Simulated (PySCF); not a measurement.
SMILES C=C=C=C(C=C)C(N)=O, C7H7NO

Geometry (Å), atoms numbered from 1 in this order:
```xyz
16

C     1.760   -2.046    1.687
C     1.031   -1.204    0.992
C     0.332   -0.403    0.327
C    -0.399    0.452   -0.381
C    -1.713    0.144   -0.907
C    -2.347   -1.014   -0.740
C     0.123    1.823   -0.684
N     1.348    2.090   -0.172
O    -0.499    2.634   -1.338
H     2.737   -1.777    2.056
H     1.406   -3.038    1.913
H    -2.159    0.954   -1.468
H    -3.324   -1.188   -1.157
H    -1.906   -1.823   -0.180
H     1.756    2.995   -0.337
H     1.846    1.412    0.377
```

Computed, not measured: quadratic response LC-wPBE/def2-SVPD first hyperpolarisability, Taylor convention, gas phase in PySCF 2.14.0. Geometry: GFN2-xTB.

Question: Give the tensor of the static β(0;0,0) in the axes of these coordinates.

Answer: In au, Taylor convention; rows are the first index (the induced dipole):
|  | xx | yy | zz | xy | xz | yz |
| --- | --- | --- | --- | --- | --- | --- |
| x | -183.5 | -44.7 | -88.4 | +111.1 | -129.3 | +60.3 |
| y | +111.1 | -97.4 | +32.1 | -44.7 | +60.3 | +34.0 |
| z | -129.3 | +34.0 | -80.0 | +60.3 | -88.4 | +32.1 |

Norm of βᵢ = ⅓ Σⱼ (βᵢⱼⱼ + βⱼᵢⱼ + βⱼⱼᵢ): 364.7 au, hyper-Rayleigh value 169.3 au.
